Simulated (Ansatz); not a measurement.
Total energies of C2H6AsNSi (`C#CN[AsH][SiH3]`).

| atom | x (Å) | y (Å) | z (Å) |
| --- | --- | --- | --- |
| C1 | -1.498 | -2.585 | 0.567 |
| C2 | -1.321 | -1.394 | 0.568 |
| N3 | -1.157 | -0.070 | 0.529 |
| As4 | -0.627 | 0.713 | -1.099 |
| Si5 | 1.662 | 1.073 | -0.547 |
| H6 | -1.669 | -3.634 | 0.580 |
| H7 | -0.801 | 0.341 | 1.380 |
| H8 | -1.006 | 2.129 | -0.677 |
| H9 | 1.783 | 1.555 | 0.856 |
| H10 | 2.395 | -0.210 | -0.686 |
| H11 | 2.240 | 2.083 | -1.472 |

Charge 0, multiplicity 1. Correlated methods include outer-core shells of As, which these sets cover unevenly. Scalar relativity is left out up to krypton. The geometry is a stationary point of PBE0-D4/def2-TZVP. It is one conformer, not always the lowest. Basis def2-TZVPP, the Gaussian-basis code of Ansatz.

RPA on PBE orbitals: Hartree–Fock energy of these orbitals -2656.72161 Eh, correlation -1.47619 Eh (frozen core).

| functional | energy without D4 (Eh) | D4 term (kJ/mol) |
| --- | --- | --- |
| LDA (SPW92) | -2654.27963 | – |
| PBE | -2659.26011 | -26.7 |
| revPBE | -2659.64266 | -75.2 |
| BLYP | -2659.91372 | -57.7 |
| r2SCAN | -2659.80152 | -6.6 |
| B97M-V | -2659.42316 | – |
| PBE0 | -2659.36069 | -22.8 |
| B3LYP | -2659.98843 | -43.2 |
| r2SCANh | -2659.78632 | -7.1 |
| r2SCAN0 | -2659.76507 | -7.9 |
| HSE06 (plane-wave form) | -2659.34840 | -21.5 |
| BHLYP | -2659.81792 | -35.0 |
| CAM-B3LYP | -2659.97512 | -23.5 |
| LC-ωPBE | -2659.42559 | – |
| ωB97X-V | -2659.62259 | – |
| ωB97M-V | -2659.71065 | – |
| B2PLYP | -2659.31162 | – |
| PBE-QIDH | -2658.92969 | – |

B3LYP takes the VWN-RPA correlation (the form of Gaussian; ORCA's B3LYP/G). HSE06 is the plane-wave form, built on full-range PBE exchange. The double hybrids freeze the cores in their second-order part.

LC-ωPBE has ω = 0.4 bohr⁻¹.
